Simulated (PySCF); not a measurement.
**State search for LiBe**

Unrestricted PBE0; Li pcseg-1, Be pcseg-1; no relativity (PySCF 2.14). Outer shells of the fragments: Li 2s1; Be 2s2.

Followed along the bond (rough minima from three points):

```tsv
2Ms+1	unpaired	⟨S²⟩ at the start	R at minimum (Å)	Te (eV)
2	σ ↑	0.77	2.62	0.00
2	π ↑	0.75	2.25	0.65
4	σ ↑↑, π ↑	3.75	2.57	2.36
```

Solutions found at the starting distance of 2.245 Å, counted from the lowest of them; the search is not exhaustive and high or unbound solutions are not listed, so other states can lie among these:

| 2Ms+1 | unpaired | term | E (eV) | ⟨S²⟩ | ⟨Lz²⟩ | μ (D) |
| --- | --- | --- | --- | --- | --- | --- |
| 2 | σ ↑ | ²Σ⁺ | 0.00 | 0.77 | 0.00 | -2.88 |
| 2 | π ↑ | ²Π | 0.49 | 0.75 | 1.00 | -3.62 |
| 4 | σ ↑↑, π ↑ | ⁴Π | 2.30 | 3.75 | 1.00 | -4.96 |
| 4 | σ ↑, π ↑↑ | ⁴Σ⁻ | 2.66 | 3.75 | 0.00 | -3.90 |
| 2 | σ ↑↑, π ↓ | mixed | 3.27 | 1.75 | 1.00 | -4.45 |
| 4 | σ ↑↑↑ | ⁴Σ⁺ | 3.37 | 3.75 | 0.00 | 4.51 |

A term symbol is given only where ⟨S²⟩ and ⟨Lz²⟩ are close to those of a pure state; real π, δ and φ orbitals otherwise mix terms. A positive dipole means Li(−)Be(+).

Task: Compare the gap between the two lowest followed solutions at the starting distance with the gap between their minima.

Result: At PBE0 the second solution (doublet, unpaired electrons π ↑) lies +0.49 eV from the first (doublet, unpaired electrons σ ↑) at 2.245 Å and +0.65 eV at the minima; the two curves relax by different amounts, since their minima lie near 2.25 and 2.62 Å.

Counting both spins, an empty level lies below a filled one in some of these solutions, because spin and occupation are held.
